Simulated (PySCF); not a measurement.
First SCF of a structure search on doublet Hf(OH)3, at a hand-made PBE minimum (heavy-atom frame) geometry. PySCF input:

```python
from pyscf import gto, scf, dft
mol = gto.M(atom='''
Hf     0.000220     0.000260    -0.000000
O     -0.000000    -1.936480     0.000000
O     -1.679940     0.963340     0.000000
O      1.677030     0.969670     0.000000
H     -0.021830    -2.900730     0.000000
H     -2.495270     1.478760     0.000000
H      2.523920     1.431540     0.000000''',
    basis={'Hf': 'def2-SVP', 'O': 'def2-SVP', 'H': 'def2-SVP'},
    ecp={'Hf': 'def2-SVP'},
    charge=0, spin=1)
mf = dft.UKS(mol, xc='PBE')
mf.grids.atom_grid = (50, 194)
aux = {'Hf': 'def2-universal-JKFIT', 'O': 'def2-universal-JKFIT', 'H': 'def2-universal-JKFIT'}
mf = mf.density_fit(auxbasis=aux)
mf.conv_tol = 1e-08
mf.diis_space = 10
mf.max_cycle = 60
mf.init_guess = 'minao'
mf.verbose = 4
mf.kernel()
```

Excerpt of the output (cycles alone):

```
init E= -262.70023504815
cycle= 1 E= -274.816862836606  delta_E= -12.1  |g|=    1  |ddm|= 5.42
cycle= 2 E= -273.589933761127  delta_E= 1.23  |g|= 1.97  |ddm|= 2.85
cycle= 3 E= -275.202978310968  delta_E= -1.61  |g|= 0.337  |ddm|= 1.98
cycle= 4 E= -275.251219651316  delta_E= -0.0482  |g|= 0.137  |ddm|= 0.561
cycle= 5 E= -275.2621304279  delta_E= -0.0109  |g|= 0.00608  |ddm|= 0.194
cycle= 6 E= -275.262146037186  delta_E= -1.56e-05  |g|= 0.00215  |ddm|= 0.0127
cycle= 7 E= -275.262148306185  delta_E= -2.27e-06  |g|= 0.000618  |ddm|= 0.00252
cycle= 8 E= -275.262148437403  delta_E= -1.31e-07  |g|= 0.000269  |ddm|= 0.000563
cycle= 9 E= -275.262148469577  delta_E= -3.22e-08  |g|= 2.68e-05  |ddm|= 0.000216
cycle= 10 E= -275.262148470142  delta_E= -5.64e-10  |g|= 9.06e-06  |ddm|= 4.86e-05
Extra cycle  E= -275.262148470159  delta_E= -1.68e-11  |g|= 7.46e-06  |ddm|= 1.57e-05
converged SCF energy = -275.262148470159  <S^2> = 0.75223226  2S+1 = 2.002231
```

No lower solution of this spin was found from smeared starts or by a stability analysis within the unrestricted form.

With open d or f shells other occupations or spin states may lie lower. With an element this heavy the missing spin–orbit coupling can shift these numbers.

The search for the lowest solution, 3 starts and the stability check together, took 14 s on 4 threads of a shared Arm Neoverse V1 host, with 89 basis functions; the process peaked at 0.62 GiB.
